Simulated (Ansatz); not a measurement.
Reaction (formal exchange of groups at a C–C bond): `N#CCCCCC#N` + `[AlH3]` → `N#C[CH2][AlH2]` + `CCCC#N`

Gas-phase electronic energies from Ansatz, PBE0-D4/def2-TZVP geometries. CCSD(T)/CBS is the MP2 limit (def2-TZVPP, def2-QZVPP) plus CCSD(T) − MP2 in def2-TZVPP, frozen cores. This one scheme is used for every species. DFT in def2-TZVPP. B3LYP here is the variant with VWN-RPA as its local correlation; programs differ in this. HSE06 is defined as in plane-wave codes. One conformer a species, not always the lowest.

```
           level  ΔE (kJ/mol)  difference from CCSD(T)/CBS
     LDA (SPW92)        -52.2                         -4.6
         BLYP-D4        -55.0                         -7.4
        B3LYP-D4        -53.0                         -5.4
        HSE06-D4        -54.0                         -6.4
        BHLYP-D4        -49.6                         -2.0
    CAM-B3LYP-D4        -48.8                         -1.2
         ωB97X-V        -46.1                          1.5
          B2PLYP        -54.3                         -6.7
          r2SCAN        -60.7                        -13.1
            PBE0        -57.1                         -9.5
         r2SCANh        -59.4                        -11.8
           HSE06        -57.4                         -9.8
   CCSD/def2-SVP        -34.9                         12.7
CCSD(T)/def2-SVP        -34.2                         13.4
   HF/def2-TZVPP        -44.9                          2.7
    HF/CBS(def2)        -45.3                          2.3
     CCSD(T)/CBS        -47.6                            0
```

(1) What do rigid-rotor, harmonic-oscillator terms from PBE0-D4/def2-TZVP frequencies (298.15 K, 1 bar) make of the CCSD(T)/CBS value? (Best estimate.)

Largest T1 diagnostic among the species: 0.013.

## Answers

(1) Computed: ΔZPE = +4.6 kJ/mol, ΔH = -42.9 kJ/mol, ΔS = 39 J/(mol·K), ΔG = -54.5 kJ/mol. Modes under 50 cm⁻¹ make the entropy rough.

From PBE to PBE0 (25 % exact exchange), in def2-TZVPP and without D4, ΔE moves by +4.0 kJ/mol. The D4 term adds +5.8 kJ/mol with B3LYP and +3.7 kJ/mol with PBE0; it sums over pairs of atoms, weighted by their polarisabilities, and B3LYP, whose exchange is more repulsive, gets the larger term.
